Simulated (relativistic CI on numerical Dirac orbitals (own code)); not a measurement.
# What each ingredient does to the levels of Ag8+

Base calculation: Dirac-Coulomb-Breit CI, KLI orbitals optimised for each configuration, QED by a radiative potential, unscaled Slater integrals.

CI space (outside the closed core [Ar] 3d10): 4s2.4p6.4d3, 4s2.4p6.4d2.4f, 4s2.4p5.4d4, 4s2.4p6.4d2.5s, 4s2.4p6.4d2.5p, 4s.4p6.4d4, 4s2.4p6.4d.5s.5p, 4s2.4p6.4d2.5d, 4s2.4p6.4d.4f.5s, 4s2.4p6.4d2.6s, 4s2.4p6.4d.4f2, 4s2.4p6.4f3, 4s2.4p6.4f2.5s, 4s2.4p6.4f2.5p, 4s2.4p6.4f2.5d, 4s2.4p6.4d.5s2, 4s2.4p6.4f.5s2, 4s2.4p6.5s2.5p, 4s2.4p6.5s2.5d, 4s2.4p6.4d.5p2, 4s2.4p6.4f.5p2, 4s2.4p6.5s.5p2, 4s2.4p6.5p3, 4s2.4p6.5p2.5d, 4s2.4p6.4d.4f.5p, 4s2.4p6.4f.5s.5p, 4s2.4p6.4f.5p.5d, 4p6.4d5, 4p5.4d6. Double excitations out of closed p, d and f shells are left out; levels of such configurations are missing from the list, as are those of other unlisted configurations, and high levels can miss mixing partners. These lack a partner that the ground configuration has and come out too high: 4s2.4p6.4d2.6s.

The lowest level and the first level of each name with at least 55 % of one term (blank where a level has no safe partner in the second run):

| Level | Base (cm⁻¹) | Shift (cm⁻¹) |
| --- | --- | --- |
| 4s2.4p6.4d3 4F_3/2 | 0 | 0 |
| 4s2.4p6.4d3 4F_5/2 | 3006 | 0 |
| 4s2.4p6.4d3 4F_7/2 | 6398 | 0 |
| 4s2.4p6.4d3 4F_9/2 | 9824 | 0 |
| 4s2.4p6.4d3 4P_3/2 | 18581 | +8 |
| 4s2.4p6.4d3 4P_1/2 | 19168 | +8 |
| 4s2.4p6.4d3 4P_5/2 | 23553 | +8 |
| 4s2.4p6.4d3 2G_7/2 | 24417 | +1 |
| 4s2.4p6.4d3 2G_9/2 | 26144 | -1 |
| 4s2.4p6.4d3 2D_3/2 | 28276 | +10 |
| 4s2.4p6.4d3 2P_1/2 | 30483 | +10 |
| 4s2.4p6.4d3 2D_5/2 | 34637 | +11 |
| 4s2.4p6.4d3 2H_11/2 | 35462 | -4 |
| 4s2.4p6.4d3 2H_9/2 | 35524 | -3 |
| 4s2.4p6.4d3 2P_3/2 | 38006 | +11 |
| 4s2.4p6.4d3 2F_7/2 | 48823 | +8 |
| 4s2.4p6.4d3 2F_5/2 | 49464 | +9 |
| 4s2.4p6.4d2.5s 4F_3/2 | 331402 | +6984 |
| 4s2.4p6.4d2.5s 4F_5/2 | 333494 | +6985 |
| 4s2.4p6.4d2.5s 4F_7/2 | 337452 | +6985 |
| 4s2.4p6.4d2.5s 4F_9/2 | 341961 | +6985 |
| 4s2.4p6.4d2.5s 2F_5/2 | 343715 | +6989 |

At this charge configurations can still be misplaced by up to about 7 % of their energy. Terms inside the open d or f shell come out 10 to 20 % too wide with unscaled integrals.

(1) One thing was changed in a second run, which moved the levels as shown. Which?
A. Breit term removed
B. P86 correlation estimate
C. only the first configuration
D. QED terms removed
E. one mean potential for all configurations
F. configuration mixing switched off

Answers

(1) B. P86 correlation estimate. A correlation estimate moves all levels of a configuration together before mixing; mixed levels move by a weighted share.

LS names give the leading component of a level, which can be under half, so a name can repeat, a term be missing and a line seem to break the LS rules.
